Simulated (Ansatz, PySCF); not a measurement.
Al(H)(OMe)(SeH) (CH₅AlOSe), SMILES C[O][AlH][SeH]. Atoms are numbered in the order given.

```xyz
9

Al     1.0512     0.5431     0.0000
H      2.6248     0.4941     0.0000
O      0.2910     2.0526     0.0000
C     -0.9674     2.6370     0.0000
H     -1.7879     1.8946     0.0000
H     -1.0982     3.2777     0.8898
H     -1.0982     3.2777    -0.8898
Se    -0.2691    -1.3627     0.0000
H      0.9272    -2.2200     0.0000
```
Charge 0, spin multiplicity 1.

Coordinates come from a PBE0-D3(BJ)/def2-SVP optimisation. Other conformers were not sampled.

Two levels are set side by side: PBE-D3(BJ)/def2-SVP (Ansatz, an electronic-structure program) and PBE0-D3(BJ)/def2-SVP (Ansatz). Each level has its own optimised geometry; the coordinates shown are those of the second. Frequencies come from the Hessian of PySCF at each geometry. Differences are taken from unrounded values.

| quantity | PBE0-D3(BJ) |
|---|---|
| mean bond length (Å) | 1.470 |
| bond Al1–O3 (Å) | 1.690 |
| bond Al1–Se8 (Å) | 2.318 |
| bond O3–C4 (Å) | 1.388 |
| bond Al1–H2 (Å) | 1.574 |
| bond C4–H5 (Å) | 1.107 |
| bond C4–H6 (Å) | 1.104 |
| bond C4–H7 (Å) | 1.104 |
| bond Se8–H9 (Å) | 1.472 |
| highest harmonic wavenumber (cm⁻¹) | 3103 |
| mean harmonic wavenumber (cm⁻¹) | 1201 |
| zero-point energy (kcal/mol) | 36.06 |

**Question.** What does PBE-D3(BJ) give, and how far is it from PBE0-D3(BJ)? (An estimate is asked for; the answer gives what the named calculation found.)

**Answer.** 
```json
[
 {"quantity": "mean bond length (Å)", "PBE-D3(BJ)": "1.483", "PBE-D3(BJ) minus PBE0-D3(BJ)": "0.013"},
 {"quantity": "bond Al1–O3 (Å)", "PBE-D3(BJ)": "1.709", "PBE-D3(BJ) minus PBE0-D3(BJ)": "0.019"},
 {"quantity": "bond Al1–Se8 (Å)", "PBE-D3(BJ)": "2.336", "PBE-D3(BJ) minus PBE0-D3(BJ)": "0.018"},
 {"quantity": "bond O3–C4 (Å)", "PBE-D3(BJ)": "1.402", "PBE-D3(BJ) minus PBE0-D3(BJ)": "0.014"},
 {"quantity": "bond Al1–H2 (Å)", "PBE-D3(BJ)": "1.585", "PBE-D3(BJ) minus PBE0-D3(BJ)": "0.011"},
 {"quantity": "bond C4–H5 (Å)", "PBE-D3(BJ)": "1.116", "PBE-D3(BJ) minus PBE0-D3(BJ)": "0.009"},
 {"quantity": "bond C4–H6 (Å)", "PBE-D3(BJ)": "1.113", "PBE-D3(BJ) minus PBE0-D3(BJ)": "0.009"},
 {"quantity": "bond C4–H7 (Å)", "PBE-D3(BJ)": "1.113", "PBE-D3(BJ) minus PBE0-D3(BJ)": "0.009"},
 {"quantity": "bond Se8–H9 (Å)", "PBE-D3(BJ)": "1.486", "PBE-D3(BJ) minus PBE0-D3(BJ)": "0.014"},
 {"quantity": "highest harmonic wavenumber (cm⁻¹)", "PBE-D3(BJ)": "3000", "PBE-D3(BJ) minus PBE0-D3(BJ)": "-103"},
 {"quantity": "mean harmonic wavenumber (cm⁻¹)", "PBE-D3(BJ)": "1158", "PBE-D3(BJ) minus PBE0-D3(BJ)": "-43"},
 {"quantity": "zero-point energy (kcal/mol)", "PBE-D3(BJ)": "34.78", "PBE-D3(BJ) minus PBE0-D3(BJ)": "-1.28"}
]
```

GGA bonds tend to be longer and softer than those of functionals with exact exchange. Differences between two approximate levels are no errors against the true value.
